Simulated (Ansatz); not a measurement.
# Which method gave which barrier?

Saddle point of AlAsH6O3, singlet (AlH₃O₃ ([OH][Al]([OH])[OH]) + AsH₃ → AlAsH₄O₂ ([OH][Al]([OH])[AsH2]) + H₂O (still joined by a long Al–O bond); bonds formed: Al1–As6, O2–H5; bonds broken: H5–As6; bonds weakened to dative contacts: Al1–O2), PBE0-D4/def2-TZVP structure:

```
11
angstrom
Al 0.2563 -0.7007 0.2866
O 0.6994 -0.4222 -1.4314
O 1.5768 -0.3082 1.2771
O -0.8487 -1.9649 0.4798
H -0.0510 0.5997 -1.0861
As -1.1688 1.5021 0.0802
H 1.6056 -0.1562 -1.6200
H 1.6693 -0.5469 2.1962
H -1.3002 -2.1969 1.2867
H -2.0951 1.5002 -1.1153
H -0.3436 2.6940 -0.3537
```

Program: Ansatz 0.2.0. Basis: def2-TZVPP, with def2-QZVPP for the basis limit. Cores are frozen in the correlated methods. Filled d shells of the heavier atoms are correlated. The def2 sets are not built for correlating such inner shells, so the correlated values are less sure here. Extrapolation: Hartree–Fock as exp(−7.88 √X), correlation as X^−2.97. Four methods, as single points on the PBE0-D4 structures, gave these electronic barriers from the start structure: 66.0, 75.5, 97.9, 141.3 kJ/mol.

Problem. The methods were, in alphabetical order, BHLYP-D4, BLYP-D4, HF, PBE0-D4. Which gave which? (A judgement: the text doesn't fix the answer.)

Solution. The calculation gives: PBE0-D4 66.0; BLYP-D4 75.5; BHLYP-D4 97.9; HF 141.3 kJ/mol. For comparison, CCSD(T) at an estimated basis limit (MP2 extrapolated from triple and quadruple zeta, plus CCSD(T) − MP2 in triple zeta) gives 83.7 kJ/mol.

The T1 diagnostic stays at or below 0.013.

Labels in which every atom is bracketed show which atoms are joined, not bond orders.

For scale, one of the runs: CCSD(T)/def2-TZVPP, 267 basis functions, launched by `ansatz run in.yaml --threads 8 --pin off --events-out ev --progress --plain --max-ram 19148MiB`. Hardware: 8 CPU threads of an Intel Xeon, shared host. Wall time 4.2 min; peak host memory 7 GiB.
